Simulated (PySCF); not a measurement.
Compound: C7H7FSi (charge +1 and doublet state).
Numbering: `[CH2+:1][CH:2][C:3]#[C:4][C:5]#[C:6][CH2:7][SiH2:8][F:9]` (hydrogens: H10, H11 on C1; H12 on C2; H13, H14 on C7; H15, H16 on Si8)

Cartesian coordinates in Å at the GFN2-xTB level; atoms count from 1:
```xyz
16
C7H7FSi angstrom
C      4.4694   -0.5819   -0.4731
C      3.6966    0.5246   -0.4373
C      2.3161    0.4760   -0.4392
C      1.0854    0.4610   -0.4437
C     -0.2408    0.4383   -0.4514
C     -1.4700    0.4272   -0.5150
C     -2.8588    0.3904   -0.5235
Si    -3.5212    0.3346    1.3651
F     -2.6859   -0.8762    1.9812
H      5.5440   -0.5064   -0.4758
H      4.0413   -1.5714   -0.5008
H      4.1401    1.5140   -0.4084
H     -3.2358   -0.5193   -0.9921
H     -3.2967    1.2787   -0.9759
H     -3.0813    1.5446    2.0280
H     -4.9099   -0.0575    1.2506
```

The hyperfine couplings belong to this conformer and change with its torsions.

Method: UKS B3LYP, pcH-1 on C F H Si, non-relativistic, mean-field spin-orbit, GIAO (PySCF). One conformer (not necessarily the lowest) at the GFN2-xTB geometry, without solvent, vibrations or thermal averaging. A GFN2-xTB geometry isn't a minimum of the functional, and hyperfine couplings can be far from their values at a DFT geometry, by a factor of two or more for some ions and for spin on atoms past the first row. No stability test was run, so a lower SCF solution isn't excluded.

(1) Predict the first-order ENDOR lines of H10, H11, H13/H14, H15/H16 and H12 under fast tumbling at B = 339.7 mT (X band).

(2) Which pairs are centred on the nuclear Larmor frequency, and which on half the coupling?

Answers

(1) ν± = |νn ± a/2|, one line for each electron-spin manifold; νn = |g_N| × 7.62259 MHz/T × B.

```json
{"nuclei": "H10", "isotope": "1H", "g_N": "5.5857", "νn (MHz)": "14.46", "a_iso (MHz)": "-23.60", "lower line (MHz)": "2.66", "upper line (MHz)": "26.26"}
{"nuclei": "H11", "isotope": "1H", "g_N": "5.5857", "νn (MHz)": "14.46", "a_iso (MHz)": "-22.83", "lower line (MHz)": "3.05", "upper line (MHz)": "25.88"}
{"nuclei": "H13/H14", "isotope": "1H", "g_N": "5.5857", "νn (MHz)": "14.46", "a_iso (MHz)": "22.61", "lower line (MHz)": "3.16", "upper line (MHz)": "25.77"}
{"nuclei": "H15/H16", "isotope": "1H", "g_N": "5.5857", "νn (MHz)": "14.46", "a_iso (MHz)": "13.33", "lower line (MHz)": "7.80", "upper line (MHz)": "21.13"}
{"nuclei": "H12", "isotope": "1H", "g_N": "5.5857", "νn (MHz)": "14.46", "a_iso (MHz)": "2.81", "lower line (MHz)": "13.06", "upper line (MHz)": "15.87"}
```

(2) Centred on νn, since |a| < 2νn: H10, H11, H13/H14, H15/H16 and H12. No pair has |a| > 2νn.

Nuclei that the bonding pattern makes equivalent are averaged, as if the motion that swaps them (rotation, inversion, ring flip) were fast. H10 and H11 aren't averaged: C1 is flat or nearly so (angle sum 360°), and its turn about the short C1–C2 bond (1.35 Å) is taken as slow. The 1H value of +13.3 MHz is a mean of couplings from 5.3 to 21.4 MHz in this one geometry, not an average over conformers. The 1H value of +22.6 MHz is a mean of couplings from 19.6 to 25.6 MHz in this one geometry, not an average over conformers.

The SMILES draws the unpaired electron on C2; the largest computed Mulliken spin population is on C1 (0.36 against -0.06).
